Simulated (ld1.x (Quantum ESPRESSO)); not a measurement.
**u(r) = r·R(r): atom against pseudo-atom (bromine (Br))**

Columns: radius, all-electron u(r) and pseudo u(r) of the 3d shell (level -67.00 eV) of bromine in the configuration [Ar] 3d10 4s2 4p5; LDA (PZ), scalar-relativistic, ultrasoft scheme, ld1.x (Quantum ESPRESSO) 7.5.

```tsv
r (bohr)	all-electron	pseudo
0.082	0.1607	0.0157
0.165	0.5920	0.1159
0.248	0.9840	0.3340
0.330	1.2123	0.6257
0.413	1.2926	0.9088
0.495	1.2693	1.0903
0.578	1.1859	1.1363
0.660	1.0748	1.0706
0.742	0.9541	0.9545
0.825	0.8333	0.8333
0.908	0.7198	0.7198
0.990	0.6180	0.6180
1.072	0.5273	0.5273
1.155	0.4470	0.4470
1.238	0.3775	0.3775
1.320	0.3184	0.3184
1.402	0.2680	0.2680
1.485	0.2246	0.2246
1.568	0.1880	0.1880
1.650	0.1574	0.1574
1.733	0.1314	0.1314
1.815	0.1098	0.1098
1.898	0.0915	0.0915
1.980	0.0763	0.0763
2.062	0.0637	0.0637
2.145	0.0530	0.0530
```

**Question.** How many radial nodes do the two functions have?

**Answer.** The all-electron 3d function has n − l − 1 = 0; the pseudo-wave has 0.

**Question.** At about which radius was the pseudo-wave matched?

**Answer.** 0.80 bohr, where the columns begin to agree (steps of 0.08 bohr).

**Question.** Is the pseudo-wave norm-conserving?

**Answer.** No, it belongs to an ultrasoft set: the norm inside the radius is not constrained, and the difference is carried by the augmentation charge.
